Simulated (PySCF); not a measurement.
Be(Et)(NH2), C2H7BeN, SMILES C[CH2][Be][NH2] at its B3LYP/def2-SVP optimised geometry (Å):

```
11

Be     0.7055    -0.3798     0.0000
C     -0.9810    -0.3873    -0.0098
C     -1.7035     0.3720     1.1210
H     -1.3217    -1.4431    -0.0192
H     -1.3200     0.0065    -0.9902
H     -1.4384     1.4431     1.1294
H     -1.4383    -0.0252     2.1158
H     -2.8033     0.3145     1.0359
N      2.2094    -0.3798     0.0000
H      2.8026    -1.0561     0.4740
H      2.8033     0.3019    -0.4655
```

Level of theory: B3LYP/def2-TZVP in PySCF 2.14.0. Cells within 0.4 Å of a nucleus heavier than hydrogen are left out (blank, or x).

Map of the log10 of the electron density (e/bohr³), floored at −4 on the plane z = 1.2 Å:

```
|000000000000000000000000000|
|000000000000000000000000000|
|000000000000000000000000000|
|000000000000000000000000000|
|000000000000000000000000000|
|000000001110000000000000000|
|000000123332100000000000000|
|000001245554310000000000000|
|000012456775421000000000000|
|000234568986531112221000000|
|001346679997532233333210000|
|002457899997543344444321000|
|00246899xx97654455555431000|
|002468999987655556665532000|
|001356778887655556666542100|
|000234566666555455666643100|
|000122345555544444566543100|
|000001233444433333445432000|
|000000123333322222233321000|
|000000011222111000112110000|
|000000000111000000000000000|
|000000000000000000000000000|
|000000000000000000000000000|
|000000000000000000000000000|
|000000000000000000000000000|
|000000000000000000000000000|
|000000000000000000000000000|
```
Scale: ten equal steps from -4.00 (start of '0') to -0.516 (end of '9'), in the order '0123456789'; x runs from -5.00 to 5.00, y from -5.00 (bottom) to 5.00 (top).
